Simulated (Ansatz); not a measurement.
A CCSD(T) single point on BF2H2N, SMILES `NB(F)F`.

```yaml
crystal:
  periodic: [false, false, false]
  atoms:
    - {symbol: N, position_ang: [-0.210679, 0.687583, -0.156839]}
    - {symbol: B, position_ang: [0.195307, -0.614682, 0.121238]}
    - {symbol: F, position_ang: [-0.667372, -1.526102, 0.560333]}
    - {symbol: F, position_ang: [1.459676, -0.991767, -0.042723]}
    - {symbol: H, position_ang: [0.424955, 1.389545, -0.488703]}
    - {symbol: H, position_ang: [-1.159787, 0.991423, -0.039406]}
basis:
  gaussian: {orbitals: def2-SVP}
correlation: {method: ccsd_t}
```

```sh
$ ansatz run in.yaml --threads 2 --pin off --events-out ev --progress --plain
```

Output of Ansatz, abridged:

```
Functional definition: HF
642 factors; integrals over basis functions are off by at most 1.1e-3 eV
mean field evaluation 1: about -7593.1845 eV, gradient 3.7e1 eV
mean field evaluation 2: about -7593.1869 eV, gradient 3.7e1 eV
mean field evaluation 4: about -7595.7371 eV, gradient 2.2e0 eV
mean field evaluation 8: about -7595.7526 eV, gradient 1.7e-1 eV
mean field evaluation 16: about -7595.7484 eV, gradient 4.3e-1 eV
mean field -7595.75265376 eV, -279.1387614397 hartree, gradient 2.2e-6 eV, S^2 0.000000; 0 other end points of the search recorded, 0 dependent functions left out
4 core orbitals not correlated: weight in the atoms' cores, before any rotation towards them, 1.000 or more for the frozen orbitals, at most 0.000 for the correlated occupied ones
reference -7595.75265376 eV, -279.1387614397 hartree; 12, 12 occupied and 50, 50 virtual orbitals, 642 factors
second order -16.77033323 eV of doubles, -0.00000000 eV of singles
cycle   1  -16.85748971 eV  change   -8.7e-2 eV  update   8.2e-2
cycle   2  -17.16923648 eV  change   -3.1e-1 eV  update   2.2e-2
cycle   3  -17.25502066 eV  change   -8.6e-2 eV  update   1.2e-2
cycle   4  -17.25033987 eV  change    4.7e-3 eV  update   2.3e-3
cycle   5  -17.24793807 eV  change    2.4e-3 eV  update   7.7e-4
cycle   6  -17.24812226 eV  change   -1.8e-4 eV  update   2.3e-4
cycle   7  -17.24804828 eV  change    7.4e-5 eV  update   6.5e-5
cycle   8  -17.24800870 eV  change    4.0e-5 eV  update   2.5e-5
cycle   9  -17.24800943 eV  change   -7.3e-7 eV  update   1.0e-5
perturbative correction -0.32509459 eV, -0.0119470058 hartree
Total energy: -7613.32575778 eV, -279.7845611008 hartree
```

It took 1.6 s on 2 threads of a server CPU on a shared host, with 0.19 GiB of host memory at the peak.

MP2 recovers 95.4 % of the CCSD(T) correlation energy and the triples give 1.8 %; T1 = 0.0118.
